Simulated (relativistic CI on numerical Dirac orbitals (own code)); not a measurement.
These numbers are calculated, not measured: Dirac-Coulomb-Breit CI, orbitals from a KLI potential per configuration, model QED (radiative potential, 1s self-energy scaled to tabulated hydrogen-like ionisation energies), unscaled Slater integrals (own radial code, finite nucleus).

The strongest absorption lines from the ground level of an ion, among the configurations computed and to levels below about 1670 eV (vacuum wavelength in Å, gf): 7.5789 (0.12), 7.6266 (0.056), 9.8726 (0.0036), 10.285 (0.017), 10.580 (0.36), 10.751 (0.21), 85.091 (0.5), 155.39 (0.04).

Problem. Which ion is it?
A. Mo XXXI
B. Cd XXXVII
C. Rh XXXIV
D. Cd XXXV

Solution. B. Cd XXXVII has 12 electrons and the ground level 3s² ¹S0; the strongest line goes to 3s3p ¹P°1. The pattern of lines fixes the number of electrons, and along that sequence the line energies rise steadily with the charge (about as its square where n changes within one kind of shell, about linearly where n is kept but much faster in heavy ions where fine structure, which grows about as Z⁴, sets the gap, and irregularly where shells cross), which fixes Z. Configurations outside the model, such as inner-shell arrays, can give stronger lines. At this charge energies of transitions that change n are usually good to better than 1 %, and those within a shell (Δn = 0) to a few per cent.

LS names give the leading component of a level, which can be under half, so a name can repeat, a term be missing and a line seem to break the LS rules.
